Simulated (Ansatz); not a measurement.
Sr₆S₆⁻. Charge -1, multiplicity 2. Geometry PBE-D4/def2-SVP.

```xyz
12

Sr    3.918   -0.366   -0.702
Sr   -0.032   -1.999    0.827
Sr    5.393    3.075   -1.429
Sr   -5.410   -3.093    1.320
Sr    0.180    2.154    0.110
Sr   -3.961    0.323    0.442
S    -6.550   -0.759    0.962
S     2.832    2.364   -0.848
S    -2.835   -2.367    0.825
S     6.487    0.693   -1.357
S    -2.474    2.581   -0.115
S     2.450   -2.606   -0.036
```

In the def2 sets Sr takes a core potential; there is no spin–orbit coupling. The structure comes from a short search, and lower isomers may exist.

Problem. Estimate the α-spin orbital energies around the gap (eV) in Ansatz with PBE-D4/def2-SVP, PBE-D4/def2-SVPD, r2SCAN-D4/def2-SVP, PBE0-D4/def2-SVPD, BHLYP-D4/def2-SVP.

Solution. 
```json
{"orbital": "HOMO−9", "PBE-D4/def2-SVP": "-2.20", "PBE-D4/def2-SVPD": "-2.24", "r2SCAN-D4/def2-SVP": "-2.28", "PBE0-D4/def2-SVPD": "-3.16", "BHLYP-D4/def2-SVP": "-3.94"}
{"orbital": "HOMO−8", "PBE-D4/def2-SVP": "-1.94", "PBE-D4/def2-SVPD": "-1.97", "r2SCAN-D4/def2-SVP": "-2.05", "PBE0-D4/def2-SVPD": "-2.88", "BHLYP-D4/def2-SVP": "-3.66"}
{"orbital": "HOMO−7", "PBE-D4/def2-SVP": "-1.94", "PBE-D4/def2-SVPD": "-1.97", "r2SCAN-D4/def2-SVP": "-2.05", "PBE0-D4/def2-SVPD": "-2.87", "BHLYP-D4/def2-SVP": "-3.64"}
{"orbital": "HOMO−6", "PBE-D4/def2-SVP": "-1.90", "PBE-D4/def2-SVPD": "-1.93", "r2SCAN-D4/def2-SVP": "-1.97", "PBE0-D4/def2-SVPD": "-2.84", "BHLYP-D4/def2-SVP": "-3.61"}
{"orbital": "HOMO−5", "PBE-D4/def2-SVP": "-1.88", "PBE-D4/def2-SVPD": "-1.91", "r2SCAN-D4/def2-SVP": "-1.94", "PBE0-D4/def2-SVPD": "-2.82", "BHLYP-D4/def2-SVP": "-3.60"}
{"orbital": "HOMO−4", "PBE-D4/def2-SVP": "-1.65", "PBE-D4/def2-SVPD": "-1.68", "r2SCAN-D4/def2-SVP": "-1.72", "PBE0-D4/def2-SVPD": "-2.55", "BHLYP-D4/def2-SVP": "-3.32"}
{"orbital": "HOMO−3", "PBE-D4/def2-SVP": "-1.64", "PBE-D4/def2-SVPD": "-1.67", "r2SCAN-D4/def2-SVP": "-1.71", "PBE0-D4/def2-SVPD": "-2.55", "BHLYP-D4/def2-SVP": "-3.31"}
{"orbital": "HOMO−2", "PBE-D4/def2-SVP": "-1.60", "PBE-D4/def2-SVPD": "-1.63", "r2SCAN-D4/def2-SVP": "-1.67", "PBE0-D4/def2-SVPD": "-2.47", "BHLYP-D4/def2-SVP": "-3.21"}
{"orbital": "HOMO−1", "PBE-D4/def2-SVP": "-1.59", "PBE-D4/def2-SVPD": "-1.62", "r2SCAN-D4/def2-SVP": "-1.66", "PBE0-D4/def2-SVPD": "-2.46", "BHLYP-D4/def2-SVP": "-3.20"}
{"orbital": "HOMO", "PBE-D4/def2-SVP": "-0.62", "PBE-D4/def2-SVPD": "-0.64", "r2SCAN-D4/def2-SVP": "-0.61", "PBE0-D4/def2-SVPD": "-1.09", "BHLYP-D4/def2-SVP": "-1.50"}
{"orbital": "LUMO", "PBE-D4/def2-SVP": "-0.24", "PBE-D4/def2-SVPD": "-0.27", "r2SCAN-D4/def2-SVP": "0.12", "PBE0-D4/def2-SVPD": "0.21", "BHLYP-D4/def2-SVP": "0.56"}
{"orbital": "LUMO+1", "PBE-D4/def2-SVP": "-0.20", "PBE-D4/def2-SVPD": "-0.23", "r2SCAN-D4/def2-SVP": "0.15", "PBE0-D4/def2-SVPD": "0.24", "BHLYP-D4/def2-SVP": "0.59"}
{"orbital": "LUMO+2", "PBE-D4/def2-SVP": "0.95", "PBE-D4/def2-SVPD": "0.91", "r2SCAN-D4/def2-SVP": "1.09", "PBE0-D4/def2-SVPD": "1.40", "BHLYP-D4/def2-SVP": "1.94"}
{"orbital": "LUMO+3", "PBE-D4/def2-SVP": "1.00", "PBE-D4/def2-SVPD": "0.93", "r2SCAN-D4/def2-SVP": "1.32", "PBE0-D4/def2-SVPD": "1.42", "BHLYP-D4/def2-SVP": "1.96"}
{"orbital": "LUMO+4", "PBE-D4/def2-SVP": "1.09", "PBE-D4/def2-SVPD": "1.01", "r2SCAN-D4/def2-SVP": "1.44", "PBE0-D4/def2-SVPD": "1.51", "BHLYP-D4/def2-SVP": "2.07"}
{"orbital": "LUMO+5", "PBE-D4/def2-SVP": "1.11", "PBE-D4/def2-SVPD": "1.02", "r2SCAN-D4/def2-SVP": "1.44", "PBE0-D4/def2-SVPD": "1.54", "BHLYP-D4/def2-SVP": "2.19"}
{"orbital": "β HOMO", "PBE-D4/def2-SVP": "-1.58", "PBE-D4/def2-SVPD": "-1.61", "r2SCAN-D4/def2-SVP": "-1.65", "PBE0-D4/def2-SVPD": "-2.45", "BHLYP-D4/def2-SVP": "-3.19"}
{"orbital": "β LUMO", "PBE-D4/def2-SVP": "-0.23", "PBE-D4/def2-SVPD": "-0.24", "r2SCAN-D4/def2-SVP": "0.13", "PBE0-D4/def2-SVPD": "0.22", "BHLYP-D4/def2-SVP": "0.56"}
```
